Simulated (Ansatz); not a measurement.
Calculated with Ansatz (gas phase, PBE0-D4/def2-TZVP geometries, no zero-point term in ΔE). CBS: MP2 limit from def2 TZ/QZ plus the TZ coupled-cluster correction, frozen cores. This one scheme is used for every species, atoms too. DFT in def2-TZVPP. Open shells (•) are unrestricted, without spin–orbit coupling. Spin–orbit coupling would lower the free atoms: a little for Cl. Bonds to Ge are less sure, by a few kJ/mol each and by 10 to 20 or more in all where they break to atoms, as the def2 sets lack core-valence functions. Scalar relativity is left out up to krypton.

`[Cl][GeH3]` + Cl• → `[Cl][GeH2]`• + HCl  (hydrogen abstraction from a Ge–H bond)

Q: Is it downhill or uphill in electronic energy at CCSD(T)/CBS, and by how much? (An estimate is asked.)

A: Computed: Downhill: ΔE = -71.4 kJ/mol.

Q: What do these levels give: r2SCAN-D4, ωB97M-V, revPBE, HF/def2-TZVPP, CCSD/def2-TZVPP, HF/CBS(def2)? (An estimate is asked.)

A: Ansatz gave: r2SCAN-D4 -87.7, ωB97M-V -82.2, revPBE -93.0, HF/def2-TZVPP -32.0, CCSD/def2-TZVPP -60.9, HF/CBS(def2) -32.8 kJ/mol.

Largest T1 diagnostic among the species: 0.012.

From BLYP to BHLYP (50 % exact exchange), in def2-TZVPP and without D4, ΔE moves by +24.4 kJ/mol. Leaving LDA and LC-ωPBE aside and taking each functional with its dispersion term where it has one, the values, not all of them listed here, spread over 34.7 kJ/mol, from PBE-D4 to BHLYP-D4. LDA lies −17.2 kJ/mol from PBE without D4. At CCSD(T), def2-SVP lies +19.7 kJ/mol from the extrapolated value and def2-TZVPP +5.4 kJ/mol.
